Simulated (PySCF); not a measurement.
C₅H₁₁NSi.
Numbering: `[CH3:1]/[N:2]=[CH:3]/[CH:4]1[CH2:5][SiH2:6][CH2:7]1`

Structure used (GFN2-xTB), in Å, numbered top down from 1:
```xyz
18
C5H11NSi angstrom
C      2.9866   -0.3793   -0.6295
N      1.6846    0.0965   -0.2888
C      0.7912   -0.6977    0.0907
C     -0.5906   -0.2556    0.4135
C     -1.6043   -0.7560   -0.6515
Si    -2.3182    1.0077   -0.8410
C     -0.8318    1.2650    0.3232
H      3.0982   -1.4692   -0.5288
H      3.1988   -0.0867   -1.6592
H      3.7130    0.1187    0.0140
H      0.9622   -1.7861    0.1726
H     -0.8577   -0.6473    1.3988
H     -1.0988   -1.1330   -1.5390
H     -2.2595   -1.5458   -0.2912
H     -2.2604    1.6024   -2.1749
H     -3.6431    1.1859   -0.2428
H      0.0262    1.7536   -0.1315
H     -1.0051    1.7332    1.2891
```

NICS is the negative of the GIAO shielding at a point without a nucleus: at the ring centre (0) and 1 Å above and below it (1); zz is the component along the ring normal. Level: GIAO PBE0/pcSseg-1 (PySCF, non-relativistic, gas phase) on the GFN2-xTB geometry, one conformer.

Ring bond lengths (Å), with Mayer bond orders in brackets: C4–C5 1.553 (0.96), C5–Si6 1.912 (0.93), Si6–C7 1.905 (0.95), C7–C4 1.542 (0.98).

Task: Give the NICS values of each ring in ppm.

Result: 
| ring | type | NICS(0) | NICS(1), two faces | NICS(1)zz, two faces | rms pucker (Å) | centre to ring atoms, mean (Å) |
| --- | --- | --- | --- | --- | --- | --- |
| C4–C5–Si6–C7 | 4-membered ring with Si; formal bonds all single | 0.4 | -1.2 / -0.1 | 5.9 / 5.3 | 0.05 | 1.22 |

Task: What do they say, and how far can they be read as aromaticity?

Result: 
- C4–C5–Si6–C7: mean NICS(1)zz 5.6 ppm, deshielded. C4, C5, Si6, C7 have four or more neighbours, so the value isn't read as a sign of a π ring current.

Task: What is the mean of the two in-plane components of NICS at the first NICS(1) probe listed for ring C4–C5–Si6–C7, 1 Å off the ring?

Result: The isotropic value is a third of the trace: (3 × -1.2 − (5.9))/2 = -4.8 ppm.

Task: List the ring angles and the Hirshfeld charges of the ring atoms.

Result: 
- C4–C5–Si6–C7: C4 100.1° (-0.028 e), C5 90.8° (-0.164 e), Si6 76.9° (+0.350 e), C7 91.4° (-0.171 e); sum 359.2° against 360° for a flat convex ring.

Task: What are the shieldings of the ring atoms and their hydrogens in the same run (means over atoms taken as equivalent)?

Result: 
| atoms | environment | σ isotropic (ppm) |
| --- | --- | --- |
| C4 | four-membered-ring carbon | 147.8 |
| C5 (×2) | sp3 carbon bound to silicon | 176.0 |
| Si6 | SiH2 silicon | 393.5 |
| H12 | methine hydrogen | 28.67 |
| H13 (×2) | methylene hydrogen | 29.63 |
| H14 (×2) | methylene hydrogen | 30.37 |
| H15 | Si–H hydrogen | 27.13 |
| H16 | Si–H hydrogen | 26.97 |
